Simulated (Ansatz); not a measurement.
Gas-phase reaction in SMILES: [SbH3] (SbH3) -> [SbH3] (SbH3) as doublet, charge +1 + e-

Property: adiabatic ionisation energy (0 K, with zero-point energies), in eV. Conventions: def2 sets with scalar-relativistic core potentials past Kr; STO-3G and 3-21G all-electron and non-relativistic; frozen cores in correlated levels (noble-gas shells and the d and f shells of earlier blocks); no spin-orbit coupling; LANL2DZ with its own core potentials from Na on; dispersion terms only where a functional's name holds one; open shells spin-unrestricted; six Cartesian d functions in 6-31G* and its kin unless marked 5d. Ab initio and DFT rows: single points at B3LYP-D3(BJ) geometries (Ansatz, a quantum-chemistry and plane-wave program), with unscaled harmonic terms from B3LYP/6-31G* (LANL2DZ past Ar) (Ansatz) at its own minima. The spin state of an ion or metal species was assumed, not searched.

```csv
level,program,"adiabatic ionisation energy (0 K, with zero-point energies) (eV)"
PBE/LANL2DZ,Ansatz,9.28
PBE/def2-SVP,Ansatz,9.28
B3LYP/def2-SVP,Ansatz,9.39
B3LYP/6-31G* with LANL2DZ past Ar,Ansatz,9.39
PBE0/6-31G* with LANL2DZ past Ar,Ansatz,9.31
MP2/STO-3G,Ansatz,5.78
MP2/3-21G,Ansatz,8.37
B3LYP/def2-TZVPD,Ansatz,9.42
wB97X-V/def2-TZVPD,Ansatz,9.30
```

No value to compare with is used here. The 7 habitual levels span 5.78 (MP2/STO-3G) to 9.39 eV (B3LYP/6-31G* with LANL2DZ past Ar); wB97X-V/def2-TZVPD gives 9.30.

The levels are drawn from those run, B3LYP/6-31G* more often than the rest, none by its result; left out are runs that failed, that the program found above a lower state of the same kind, or whose <S^2> lies over 0.5 above the pure value.
